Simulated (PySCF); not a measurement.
## ECD: `C[C@@H]([Se-])[C@@H](O)C(F)F`, [C$_{4}$H$_{7}$F$_{2}$OSe]-, charge -1

Molfile (atoms numbered from 1):
```
C4H7F2OSe
     RDKit          3D

 15 14  0  0  0  0  0  0  0  0999 V2000
   -1.6723   -0.5530   -0.3409 C   0  0  0  0  0  0  0  0  0  0  0  0
   -0.7826    0.5907    0.0976 C   0  0  1  0  0  0  0  0  0  0  0  0
   -0.7675    0.7784    2.0678 Se  0  0  0  0  0  1  0  0  0  0  0  0
    0.6620    0.4948   -0.3956 C   0  0  1  0  0  0  0  0  0  0  0  0
    1.3915    1.6303   -0.0310 O   0  0  0  0  0  0  0  0  0  0  0  0
    1.3634   -0.7565    0.1473 C   0  0  0  0  0  0  0  0  0  0  0  0
    0.9623   -1.8867   -0.4998 F   0  0  0  0  0  0  0  0  0  0  0  0
    2.7044   -0.6953   -0.0776 F   0  0  0  0  0  0  0  0  0  0  0  0
   -1.3653   -1.4848    0.1276 H   0  0  0  0  0  0  0  0  0  0  0  0
   -2.6965   -0.3459   -0.0380 H   0  0  0  0  0  0  0  0  0  0  0  0
   -1.6368   -0.6723   -1.4256 H   0  0  0  0  0  0  0  0  0  0  0  0
   -1.1861    1.5382   -0.2759 H   0  0  0  0  0  0  0  0  0  0  0  0
    0.6823    0.4424   -1.4942 H   0  0  0  0  0  0  0  0  0  0  0  0
    1.1320    1.8164    0.8919 H   0  0  0  0  0  0  0  0  0  0  0  0
    1.2046   -0.8887    1.2246 H   0  0  0  0  0  0  0  0  0  0  0  0
  1  2  1  0
  2  3  1  0
  2  4  1  0
  4  5  1  0
  4  6  1  0
  6  7  1  0
  6  8  1  0
  1  9  1  0
  1 10  1  0
  1 11  1  0
  2 12  1  6
  4 13  1  6
  5 14  1  0
  6 15  1  0
M  CHG  1   3  -1
M  END
```

Method: TDDFT CAM-B3LYP/aug-cc-pVDZ circular dichroism and optical rotation, one conformer, gas phase (PySCF 2.14.0). Geometry: GFN2-xTB.

The molecule is flexible and this is one conformer; a measurement averages over conformers. The calculation is non-relativistic, which matters for the atoms heavier than Zn. For a gas-phase anion, states above the detachment energy (about 2.1 eV, taken as minus the energy of the highest occupied orbital) lie in the continuum and depend on the basis.

Assign R or S to each stereocentre.

C2 R, C4 S.

Which excitations and rotatory strengths does the calculation give?

Rotatory strengths R in 10⁻⁴⁰ esu² cm², velocity form and length form (origin at the centre of mass); f in length form.
```csv
state,E (eV),λ (nm),f,R (velocity),R (length),main
1,3.30,376,0.033,-6.5,-6.1,"HOMO→LUMO 0.69, HOMO→LUMO+3 0.18"
2,3.53,352,0.056,-2.7,-3.2,"HOMO−1→LUMO 0.70, HOMO−1→LUMO+3 0.18"
3,3.59,345,0.040,+1.3,+1.5,"HOMO→LUMO+3 0.38, HOMO→LUMO+2 0.25"
4,3.76,330,0.006,+9.6,+9.8,"HOMO→LUMO+2 0.38, HOMO→LUMO+1 0.29"
5,3.82,324,0.019,+1.6,+1.4,"HOMO−1→LUMO+3 0.35, HOMO−1→LUMO+2 0.24"
6,3.89,319,0.005,+1.5,+2.0,"HOMO→LUMO+1 0.49, HOMO→LUMO+2 0.21"
7,4.00,310,0.003,-4.8,-4.9,"HOMO−1→LUMO+2 0.41, HOMO−1→LUMO+1 0.24"
8,4.09,303,0.007,-0.5,-0.4,"HOMO−1→LUMO+1 0.53, HOMO−1→LUMO+2 0.21"
```

Among the states computed, the strongest CD band (largest |R|) is state 4. The largest dissymmetry factor in size, g = 4R/(D+G), with D and G the electric and magnetic dipole strengths, is +0.0098 for state 4 (velocity form, f = 0.006), among bands with |R| over 0.5. The mirror image has the same energies and oscillator strengths and all R with the opposite sign.
